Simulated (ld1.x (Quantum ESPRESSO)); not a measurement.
Before and after: TM potential for tellurium (Te)

tellurium, norm-conserving Troullier–Martins (Kleinman–Bylander form), made with ld1.x (Quantum ESPRESSO) 7.5 (revPBE, non-relativistic). Core [Kr] 4d10, reference 5s2 5p4. Waves: 5p (bound): rc 1.95 bohr; 5s (bound): rc 1.60 bohr. Local part: the s channel. Core correction: Bessel-smoothed model core, default radius (core density twice the valence density).

All-electron outer shells of the reference configuration (revPBE, non-relativistic, ld1.x):

| shell | level (eV) | outermost node (bohr) | outermost maximum (bohr) |
| --- | --- | --- | --- |
| 4p | -111.79 | 0.39 | 0.75 |
| 4d | -43.69 | 0.36 | 0.81 |
| 5s | -13.90 | 0.95 | 1.87 |
| 5p | -5.98 | 1.01 | 2.20 |

Change: core correction none.

Cutoffs: the cutoffs (Ry, on a coarse ladder) from which the occupation-weighted sum of valence levels, in a spherical-Bessel basis at the reference potential, stays within 10 and 1 mRy of its value at 400 Ry; they do not see the model core or the augmentation charge, which bear on the density cutoff. Errors are all-electron minus pseudo energies relative to the spin-unpolarised reference configuration.

Task: How do hardness, ghosts and transferability respond?

Result: The potential gets neither clearly harder nor softer (35 Ry and 80 Ry → 35 Ry and 80 Ry); of the 7 tests that both files solve, the error grows in 4 and shrinks in 1 by more than 15 % and 0.3 meV (median size 10.5 → 9.0 meV); neither file shows a bound ghost. The default core radius of the base comes out at 1.53 bohr.

```csv
quantity,base,changed
"cutoff, loose",35 Ry,35 Ry
"cutoff, tight",80 Ry,80 Ry
bound ghosts,none,none
"error for 5s2 5p3, meV [ΔE 9.73 eV]",-1.0,-5.4
"error for 5s2 5p2, meV [ΔE 27.59 eV]",-10,-32
"error for 5s2 5p1, meV [ΔE 54.30 eV]",-47,-91
"error for 5s2 5p3.5, meV [ΔE 3.91 eV]",-0.2,-1.1
"error for 5s1 5p5, meV [ΔE 7.99 eV]",-8.3,+9.0
"error for 5s0 5p6, meV [ΔE 16.11 eV]",-35,+38
"error for 5s1 5p4, meV [ΔE 18.24 eV]",-13,+3.7
s: phases at 2.15 bohr within 0.05 rad from the reference energy up to (Ry; the scan ends near 5),2.5,2.5
p: phases at 2.15 bohr within 0.05 rad from the reference energy up to (Ry; the scan ends near 5),to the end of the scan,to the end of the scan
```
